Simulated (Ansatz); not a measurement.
Molecule: NiCl, net charge 0, doublet state. The spin state was set by rule; other spins were not relaxed. SMILES: [Cl][Ni]
Structure (B3LYP-D3(BJ)/def2-TZVP (Ansatz, a first-principles code) minimum search):
```xyz
2

Ni     0.0000     0.0000    -0.7906
Cl     0.0000     0.0000     1.3022
```
Charge 0, spin multiplicity 2.

Parts of the frozen-core correlation energy in 6-31G (Ansatz, hartree). Frozen orbitals: 14; correlated occupied orbitals by spin: 9 and 8; virtual: 19 and 20. UHF or UKS for open shells. Spin-orbit coupling is left out. Non-relativistic. The program attaches cautions to this run: other amplitudes.

```csv
term,value
reference (HF),-1966.12254
MP2 opposite-spin,-0.11108
MP2 same-spin,-0.05614
CCSD correlation,-0.17642
(T),-0.00326
T1 diagnostic,0.057
largest doubles amplitude,0.049
<S^2> of the reference,1.726
```
